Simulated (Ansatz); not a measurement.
CH$_{9}$BN$_{2}$Si (`BN(C)[SiH2]N`) at its PBE0-D4/def2-TZVP geometry, where that method's forces vanish. Total charge 0; spin multiplicity 1.

```xyz
14

B     1.2817   -0.7121    0.7895
N     0.2124   -0.5315   -0.0840
C    -0.2063   -1.5793   -1.0071
Si   -0.7488    0.9409   -0.1873
N    -0.3119    2.2072    0.8636
H     1.8754   -1.7558    0.7838
H     1.5965    0.1725    1.5333
H    -0.1358   -1.2418   -2.0467
H     0.4291   -2.4568   -0.8861
H    -1.2446   -1.8760   -0.8240
H    -2.1538    0.5505    0.1003
H    -0.6308    1.4261   -1.5873
H     0.5360    2.7263    0.7017
H    -0.4990    2.1298    1.8504
```

(1) What forces (eV/Å) does r2SCAN-D4/def2-TZVPP give on these atoms in Ansatz? (An estimate is asked.)

Answers

(1) The calculation gave: 
```
B1   0.154 -0.029  0.120
N2   0.016  0.138  0.088
C3  -0.077 -0.209 -0.179
Si4 -0.061  0.048 -0.031
N5  -0.054  0.013 -0.042
H6  -0.023  0.033 -0.002
H7  -0.014 -0.024 -0.024
H8  -0.005 -0.001  0.013
H9  -0.015  0.017 -0.005
H10  0.010  0.008 -0.004
H11  0.027  0.005 -0.008
H12 -0.003 -0.013  0.025
H13  0.020  0.005  0.028
H14  0.027  0.009  0.021
```
